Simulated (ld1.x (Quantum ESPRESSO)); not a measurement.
# boron (B): what ld1.x (Quantum ESPRESSO) 7.5 does with a changed input

Command:

```bash
ld1.x < B.in > B.out
```

Input:

```
&input
   title='B', zed=5., rel=0, dft='PBESOL', iswitch=3,
   config='[He] 2s2 2p1',
   nld=2, rlderiv=3.85, eminld=-3.0, emaxld=5.0, deld=0.02
 /
 &inputp
   pseudotype=3, tm=.true., lloc=-1, rcloc=3.40,
   nlcc=.false.,
   which_augfun='PSQ', rmatch_augfun=0.10,
   file_pseudopw='B.UPF', file_wfcaegen='ae.wfc', file_wfcncgen='nc.wfc', file_beta='beta', file_chi='chi', file_wfcusgen='us.wfc'
 /
4
2S  1  0   2.00   0.00  1.25  1.60  0.0
2S  1  0   0.00   3.65  1.25  1.60  0.0
2P  2  1   1.00   0.00  2.65  3.55  0.0
2P  2  1   0.00   1.15  2.65  3.55  0.0
 &test
   configts(1)='2s2 2p1'
 /
```

This is an input that runs to its end, with one change: augmentation radius set to 0.10 bohr.

**Question.** How does the run end?

**Answer.** The program stops during the generation: "compute_q_3bess: problem with the q_i coefficients". Messages: qmax not found.

```
      Wfc-us  2P rcutus= 3.545  Estimated cut-off energy=     6.43 Ry
      Wfc-us  2P rcutus= 3.545  Estimated cut-off energy=     6.25 Ry

     Message from routine find_qi:
     qmax not found

 %%%%%%%%%%%%%%%%%%%%%%%%%%%%%%%%%%%%%%%%%%%%%%%%%%%%%%%%%%%%%%%%%%%%%%%%%%%%%%
     Error in routine compute_q_3bess (1):
     problem with the q_i coefficients
 %%%%%%%%%%%%%%%%%%%%%%%%%%%%%%%%%%%%%%%%%%%%%%%%%%%%%%%%%%%%%%%%%%%%%%%%%%%%%%

     stopping ...
```
